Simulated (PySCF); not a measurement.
SMILES C=Cc1ccc(OC)cc1 (C9H10O), GFN2-xTB optimised geometry.

```
20

C      1.01     3.56    -0.03
C      1.46     2.31     0.00
C      0.66     1.10     0.00
C      1.30    -0.14     0.00
C      0.60    -1.33     0.00
C     -0.79    -1.31     0.00
O     -1.59    -2.41     0.00
C     -0.98    -3.68     0.00
C     -1.45    -0.08     0.00
C     -0.74     1.10     0.00
H     -0.04     3.81    -0.06
H      1.69     4.40    -0.03
H      2.53     2.15     0.02
H      2.38    -0.17     0.00
H      1.15    -2.26     0.01
H     -0.37    -3.84    -0.89
H     -0.37    -3.84     0.90
H     -1.80    -4.40     0.01
H     -2.53    -0.08     0.00
H     -1.28     2.03     0.00
```

Density from PBE0/def2-SVP (PySCF) at that geometry.

Minimum of the electron density along straight lines between bonded atoms, close to the bond critical point (lines longer than 1.1 times the sum of covalent radii, or with two minima, are not listed):

| bond | length / Å | ρ at the minimum / e bohr⁻³ | ∇²ρ there / e bohr⁻⁵ | position (fraction from the first atom) |
|---|---|---|---|---|
| C1–C2 | 1.328 | 0.341 | -0.91 | 0.50 |
| C2–C3 | 1.456 | 0.275 | -0.67 | 0.50 |
| C3–C4 | 1.393 | 0.308 | -0.78 | 0.50 |
| C4–C5 | 1.383 | 0.311 | -0.79 | 0.50 |
| C5–C6 | 1.390 | 0.310 | -0.79 | 0.48 |
| C6–O7 | 1.362 | 0.285 | -0.30 | 0.33 |
| O7–C8 | 1.406 | 0.256 | -0.34 | 0.66 |
| C6–C9 | 1.397 | 0.309 | -0.81 | 0.52 |
| C3–C10 | 1.398 | 0.305 | -0.77 | 0.50 |
| C9–C10 | 1.375 | 0.315 | -0.81 | 0.50 |
| C1–H11 | 1.076 | 0.283 | -1.08 | 0.63 |
| C1–H12 | 1.077 | 0.283 | -1.08 | 0.63 |
| C2–H13 | 1.084 | 0.282 | -1.06 | 0.63 |
| C4–H14 | 1.081 | 0.283 | -1.07 | 0.63 |
| C5–H15 | 1.079 | 0.282 | -1.06 | 0.63 |
| C8–H16 | 1.095 | 0.280 | -1.05 | 0.63 |
| C8–H17 | 1.095 | 0.280 | -1.05 | 0.63 |
| C8–H18 | 1.089 | 0.284 | -1.11 | 0.64 |
| C9–H19 | 1.079 | 0.283 | -1.08 | 0.63 |
| C10–H20 | 1.079 | 0.285 | -1.09 | 0.63 |
